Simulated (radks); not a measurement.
Values are calculated unless marked as measured or tabulated.
Q: Sc III, 19 electrons, occupied as [Ar] 3d1. Code: a radial shooting solver on a logarithmic mesh with Libxc functionals. Model: Dirac Kohn-Sham, Wu-Cohen GGA, spin-unpolarised, spherical densities, point nucleus; open shells fill j = l - 1/2 first.

Spin-orbit splittings of the eigenvalues, e(l+1/2) - e(l-1/2), with zeta = 2 splitting/(2l+1) and mean radii in bohr:

shell  occ.  splitting (eV)  zeta (eV)  <r> j=l-1/2  <r> j=l+1/2
2p        6           4.644      3.096       0.3060       0.3086
3p        6          0.5157     0.3438        1.157        1.165
3d        1               ?          ?        1.561        1.564

Estimate the 3d splitting.

A: 0.03656 eV (zeta = 0.01462 eV).
